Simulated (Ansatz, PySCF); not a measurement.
Gas-phase reaction (SMILES): ClBCl + N (NH3) → NB(Cl)Cl + [H][H] (H2); ammonia cleaves one B-H bond, a model of a ligand-exchange step.

Geometries: B3LYP-D3(BJ)/def2-TZVP minima from Ansatz (a first-principles code), one conformer each, not searched for the lowest. Cores are frozen in the correlated levels unless marked. No spin-orbit coupling. No relativistic terms. CBS marks a two-point X^-3 extrapolation of the correlation energy; Hartree-Fock from the larger set. Thermal terms are rigid-rotor harmonic-oscillator values from B3LYP-D3(BJ) frequencies (Ansatz or PySCF) at 298.15 K and 1 atm. 1 Eh = 627.5095 kcal/mol.

```csv
species,"E, CCSD(T)/CBS(aug-cc-pV(T+d)Z,aug-cc-pV(Q+d)Z) (Ansatz) (Eh)","E, PBE0-D4/def2-TZVPD (Ansatz + dftd4) (Eh)",H - E (Eh),G - E (Eh)
ClBCl,-945.01491,-945.62237,0.01930,-0.01115
N (NH3),-56.50411,-56.51535,0.03799,0.01614
NB(Cl)Cl,-1000.38391,-1001.00905,0.03939,0.00600
[H][H] (H2),-1.17444,-1.16831,0.01336,-0.00144
```

Question: Work out ΔE and ΔH, ΔG, ΔS and the equilibrium constant at 298.15 K at the first level, then ΔH at the second.

Answer: 
1. ΔE = [(-1000.38391) + (-1.17444)] - [(-945.01491) + (-56.50411)] = -0.03933 Eh = -24.7 kcal/mol at CCSD(T)/CBS(aug-cc-pV(T+d)Z,aug-cc-pV(Q+d)Z).
2. The terms H - E add up to -0.00454 Eh, so ΔH = (-0.03933 + (-0.00454))×627.5095 = -27.5 kcal/mol.
3. The terms G - E add up to -0.00043 Eh, so ΔG = -24.9 kcal/mol, and ΔS = (-0.00454 - (-0.00043))×627509.5/298.15 = -8.7 cal/(mol K).
4. log10 K = -ΔG/(RT ln 10) = 18.3, with RT ln 10 = 1.3642 kcal/mol.
5. At PBE0-D4/def2-TZVPD the same steps give ΔE = -24.9 and ΔH = -27.7 kcal/mol, a shift of -0.2 from the first level.
6. These values are not checked against measurement here, since the tables used lack a sound gas-phase enthalpy of formation for at least one species.
